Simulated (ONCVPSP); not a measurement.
Configuration tests for tin (ONCV)

* Element: Sn
* Generator: ONCVPSP 4.0.1
* Type: optimised norm-conserving Vanderbilt (ONCV)
* Functional: PW91
* Relativity: scalar-relativistic
* Frozen core: [Kr] 4d10
* Valence charge: 4
* Reference configuration: 5s2 5p2
* Partial waves: 5s: rc 2.15 bohr, ncon 4, nbas 7, qcut 3.1 1/bohr, 2 projectors, debl 0.4 Ha; 5p: rc 2.75 bohr, ncon 5, nbas 9, qcut 2.8 1/bohr, 2 projectors, debl 2.8 Ha; d scattering state at 0.11 Ha: rc 2.30 bohr, ncon 4, nbas 7, qcut 4.3 1/bohr, 2 projectors, debl 0.9 Ha
* Local potential: polynomial inside 1.70 bohr (lpopt 5, dvloc0 0 Ha)
* Core correction: none

Energies are relative to the spin-unpolarised reference configuration 5s2 5p2; without spin polarisation the order of configurations can differ from experiment.

```csv
valence configuration,charge,ΔE all-electron (eV),error AE − PS (meV)
5s2 5p0,+2,20.963,+1.8
5s2 5p1.5,+0.5,2.642,-0.8
```

Problem. What are ΔE and the potential's error for 5s1 5p0?

Solution. ΔE = 52.038 eV all-electron; the error (AE − PS) is +101 meV.

Problem. What are ΔE and the potential's error for 5s2 5p1?

Solution. ΔE = 6.932 eV all-electron; the error (AE − PS) is -2.8 meV.

Levels in the configuration 5s2 5p1:

```
level  all-electron (eV)  pseudo (eV)
   5s            -17.908      -17.923
   5p            -10.324      -10.326
```

Note: ghosts flagged at negative energy: d at -20.7 eV; GHOST(+) flagged for s at 23.1 eV, p at 106.5 eV. A true bound ghost makes a file unfit for plane-wave use.
